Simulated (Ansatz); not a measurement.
Job for Ansatz (a quantum-chemistry and plane-wave program): U-PBE/def2-TZVPP on C2H6Sn (SMILES [CH3][Sn][CH3]), a point of a bond scan (R = 1.094 Å). Elements past Kr take the def2 small-core potentials; no spin–orbit coupling.

Ansatz 0.2 input:
```yaml
crystal:
  periodic: [false, false, false]
  atoms:
    - {symbol: Sn, position_ang: [0.11049966, -0.05642200, 0.41150884]}
    - {symbol: C, position_ang: [0.48886593, 1.54481729, -1.06852756]}
    - {symbol: H, position_ang: [-0.46779753, 1.93775913, -1.42440115]}
    - {symbol: H, position_ang: [1.00714018, 1.11945612, -1.93265368]}
    - {symbol: H, position_ang: [1.08249157, 2.36337787, -0.66374796]}
    - {symbol: C, position_ang: [-1.05454507, -1.25597708, -1.03810297]}
    - {symbol: H, position_ang: [-0.42606318, -1.48134684, -1.90440157]}
    - {symbol: H, position_ang: [-1.90100089, -0.66304383, -1.39614904]}
    - {symbol: H, position_ang: [-1.42567856, -2.18814390, -0.61430550]}
basis:
  gaussian:
    orbitals: def2-TZVPP
hamiltonian:
  xc: {name: PBE}
magnetization: {spin_polarized: true, initial_magnetization: 0}
```

The log:

```
WARN ansatz: RAYON_NUM_THREADS=1 ignored (pool sized by the plan → 1); use --threads N
Functional definition: PBE
integrals: 0.09 GiB planned
1102 factors; their error is unknown
mean field: 0.92 GiB planned
mean field evaluation 1: about -7979.4033 eV, gradient 6.7e1 eV
mean field evaluation 2: about -7905.5568 eV, gradient 1.1e2 eV
mean field evaluation 4: about -8000.2677 eV, gradient 8.1e0 eV
mean field evaluation 8: about -8000.5094 eV, gradient 3.2e-1 eV
mean field evaluation 16: about -8000.5097 eV, gradient 8.1e-5 eV
mean field -8000.50970511 eV, -294.0133087226 hartree, gradient 1.1e-5 eV, S^2 0.000000; 1 other end points of the search recorded, 0 dependent functions left out
reference -8000.50974762 eV, -294.0133102846 hartree; 20, 20 occupied and 176, 176 virtual orbitals, 1102 factors
Total energy: -8000.50974762 eV, -294.0133102846 hartree
```

The calculation finished and met its thresholds.

Cost: roughly 7 core-seconds.
